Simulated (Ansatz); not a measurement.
Frontier orbitals of C3H6OSe, SMILES `C=C[Se]CO`.

Total charge 0; spin multiplicity 1. Correlated methods include outer-core shells of Se, which these sets cover unevenly. Scalar relativity is left out up to krypton. The geometry is a stationary point of PBE0-D4/def2-TZVP. It is one conformer, not always the lowest. Basis def2-TZVPP, Ansatz.

Orbital energies of one run (eV). Highest occupied ones, from the top: -8.94, -10.52, -11.81, -12.08, -12.61, -14.46, -15.17, -15.97, -16.39, -17.75, -19.07, -21.47, -23.89, -25.88. Empty: 1.85, 2.69, 3.26, 3.79, 3.96, 4.62.

Task: Which functional gave them?
A. LC-ωPBE
B. BLYP
C. revPBE
D. PBE

Result: A. HOMO energies: LC-ωPBE -8.94, BLYP -5.13, PBE -5.28, revPBE -5.22 eV.

LC-ωPBE has ω = 0.4 bohr⁻¹.
